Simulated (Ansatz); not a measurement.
Input and output for `C=C1OC1[SiH3]`.

```yaml
crystal:
  periodic: [false, false, false]
  atoms:
    - {symbol: C, position_ang: [-1.137882, 1.804040, -0.462175]}
    - {symbol: C, position_ang: [-0.922476, 0.534636, -0.198504]}
    - {symbol: O, position_ang: [-1.400552, -0.442853, 0.585877]}
    - {symbol: C, position_ang: [-0.258201, -0.729827, -0.327255]}
    - {symbol: Si, position_ang: [1.380680, -1.067271, 0.529398]}
    - {symbol: H, position_ang: [-1.924463, 2.349560, 0.041975]}
    - {symbol: H, position_ang: [-0.526692, 2.310030, -1.195462]}
    - {symbol: H, position_ang: [-0.555260, -1.352604, -1.170807]}
    - {symbol: H, position_ang: [1.543458, -0.093488, 1.634157]}
    - {symbol: H, position_ang: [2.470511, -0.912212, -0.469249]}
    - {symbol: H, position_ang: [1.396277, -2.457011, 1.052745]}
basis:
  gaussian: {orbitals: cc-pVDZ}
total_charge: -1
magnetization: {spin_polarized: true, initial_magnetization: 1}
hamiltonian: {xc: {name: wB97M-V}}
accuracy: high
scf: {lower_state_search: light}
scf: {max_iter: 3}
output: {forces: true}
```

```sh
$ ansatz run in.yaml --threads 4 --pin off --events-out ev --progress --plain --max-ram 10444MiB
```

It prints (some lines left out):

```
Error: YAML parse error: error: line 22 column 1: duplicate mapping key: scf, set DuplicateKeyPolicy in Options if acceptable
20 | accuracy: high
21 | scf: {lower_state_search: light}
22 | scf: {max_iter: 3}
23 | output: {forces: true}
```
